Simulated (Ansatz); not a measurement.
Saddle point of SiHBrCl2, closed shell (SiBrCl + HCl → SiCl₂ + HBr; bonds formed: Si1–Cl4, Br2–H3; bonds broken: Si1–Br2, H3–Cl4), PBE0-D4/def2-TZVP structure:

Si1  (0.505, 0.847, -0.726)
Br2  (0.176, -1.717, -0.712)
H3  (0.305, -0.930, 0.748)
Cl4  (0.507, 0.407, 1.586)
Cl5  (-1.493, 1.394, -0.896)
(Å)

Energies are electronic, without zero-point energy. Barriers and step energies count from the start structure reached by relaxing down the imaginary mode; all methods use the PBE0-D4 structures, on which another method's saddle can fall below an end. Computed with Ansatz 0.2.0 (basis: def2-TZVPP, with def2-QZVPP for the basis limit); correlated methods freeze the cores. Filled d shells of the heavier atoms are correlated. The def2 sets are not built for correlating such inner shells, so the correlated values are less sure here. B3LYP uses VWN-RPA correlation. Extrapolation: Hartree–Fock as exp(−7.88 √X), correlation as X^−2.97.

```
      method  barrier (kJ/mol)  step energy (kJ/mol)
       SPW92                 ?                   1.9
      PBE-D4              14.2                   1.5
     BLYP-D4              27.9                  -0.1
   r2SCAN-D4              22.5                  -0.2
      B97M-V              41.0                  -3.9
     PBE0-D4              27.5                   0.9
    B3LYP-D4              37.8                  -0.5
  r2SCAN0-D4              32.4                   0.1
    BHLYP-D4              54.7                  -0.8
CAM-B3LYP-D4              45.5                  -2.5
     wB97X-V              47.6                  -2.5
     wB97M-V              45.2                  -1.3
      B2PLYP                 ?                  -0.9
    PBE-QIDH              38.1                   0.1
  RPA on PBE              47.5                  -2.6
          HF              96.7                  -2.9
         MP2                 ?                  -0.8
        CCSD              60.2                  -2.4
     CCSD(T)              50.1                  -1.7
```

(1) Fill in the withheld barriers. (An estimate is asked for; the value comes from the calculation.)

T1 diagnostic: at most 0.011.

## Answers

(1) Computed: B2PLYP 43.0; SPW92 -5.8; MP2 39.4 kJ/mol. Each is the energy of the saddle less that of the start structure, by the same method.

For comparison, the barrier by CCSD(T) at an estimated basis limit (MP2 extrapolated from triple and quadruple zeta, plus CCSD(T) − MP2 in triple zeta) is 46.0 kJ/mol.

For scale, one of the runs: CCSD(T)/def2-TZVPP, 188 basis functions (an equivalent command: `ansatz run in.yaml --threads 4`). Hardware: 4 CPU threads, shared host. Wall time 56 s; peak host memory 1.8 GiB.
